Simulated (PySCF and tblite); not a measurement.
The numbers below are computed, except where a source is named.
System: C₆H₁₁N, numbered as in [CH:1]1=[CH:2][CH2:3][CH2:4][NH:5][CH2:6][CH2:7]1.

For the pyramidal inversion at N5: electronic barrier 3.63 kcal/mol, zero-point change -1.15 kcal/mol, thermal and entropy terms at 400 K a further -0.01 kcal/mol (symmetry numbers apart). The minimum is Cs, the saddle Cs. Geometries: GFN2-xTB; energies: PBE0/pcSseg-1 + D3(BJ); zero-point and thermal terms from GFN2-xTB harmonic modes (soft modes blended into free rotors). Rates follow Eyring's equation with the number of equivalent paths and no tunnelling. Run with tblite and PySCF.

Q: How many equivalent paths lead out of the minimum?

A: 1: the symmetry number of the minimum is 1, that of the saddle displaced along its mode 1.

Q: Work out the rate at 400 K.

A: ΔG‡ = 2.47 kcal/mol; k_B T/h = 8.3×10¹² s⁻¹; exp(−ΔG‡/RT) = 0.045; times 1 gives k = 3.7×10¹¹ s⁻¹. Wigner's tunnelling factor for the 656i cm⁻¹ mode would be 1.23.
